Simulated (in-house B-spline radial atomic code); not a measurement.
Successive ionisation energies of holmium; each step leads to the configuration of the next row (after the last: [Ar] 3d10 4s2 4p2). NIST's values go from ground level to ground level; the uncertainty of those that are theory runs from under 0.1 % in few-electron ions to several per cent in heavy many-electron ones. Computed with an all-electron radial atomic-structure program (B-spline basis): non-relativistic Hartree-Fock, average of the configuration, point nuclei.

This level leaves out relativity, spin-orbit splitting included, which matters for heavy ions.

```tsv
ion	configuration	ionisation energy (eV)	tabulated value (eV)	tabulated kind	computed minus tabulated (eV)	highest orbital	largest mean radius (bohr)
Ho26+	[Kr] 4d5	935.5	929	tabulated theory	6.5	4d	0.51276
Ho27+	[Kr] 4d4	980.0	985	tabulated theory	-5.0	4d	0.50931
Ho28+	[Kr] 4d3	1025.2	1029	tabulated theory	-3.8	4d	0.5059
Ho29+	[Kr] 4d2	1071.0	1077	tabulated theory	-6.0	4d	0.50253
Ho30+	[Kr] 4d1	1117.4	1122	tabulated theory	-4.6	4d	0.49919
Ho31+	[Ar] 3d10 4s2 4p6	1290.9	1300	tabulated theory	-9.1	4p	0.4959
Ho32+	[Ar] 3d10 4s2 4p5	1337.0	1346	tabulated theory	-9.0	4p	0.49274
Ho33+	[Ar] 3d10 4s2 4p4	1383.6	1395	tabulated theory	-11.4	4p	0.49015
Ho34+	[Ar] 3d10 4s2 4p3	1430.6	1443	tabulated theory	-12.4	4p	0.48759
```
